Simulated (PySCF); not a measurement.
Se(Cl)(GeH3) (ClGeH3Se), SMILES Cl[Se][GeH3]. Geometry: PBE-D3(BJ)/def2-SVP. This is a generated structure with no PubChem entry under its InChIKey; it may be hypothetical.

Level of theory: PBE-D3(BJ)/def2-SVP run with PySCF.

Harmonic wavenumbers (cm⁻¹): 96, 119, 270, 382, 501, 515, 771, 823, 847, 2075, 2101, 2103. Rotational constants (GHz): 4.782, 1.565, 1.197; symmetry number 1.

Problem. Work out the zero-point energy and the ideal-gas rigid-rotor harmonic-oscillator thermochemistry at 298.15 K and 1 atm.

Solution. ZPE = ½ Σ hcν = ½ × 10603 cm⁻¹ = 63.42 kJ/mol. H − E(el) = 80.92 kJ/mol. Entropy in J/(mol K): translation 174.19, rotation 117.05, vibration 46.63, total 337.87. G − E(el) = -19.81 kJ/mol. Cp = 81.38 J/(mol K). Modes under 150 cm⁻¹ make the vibrational entropy uncertain.
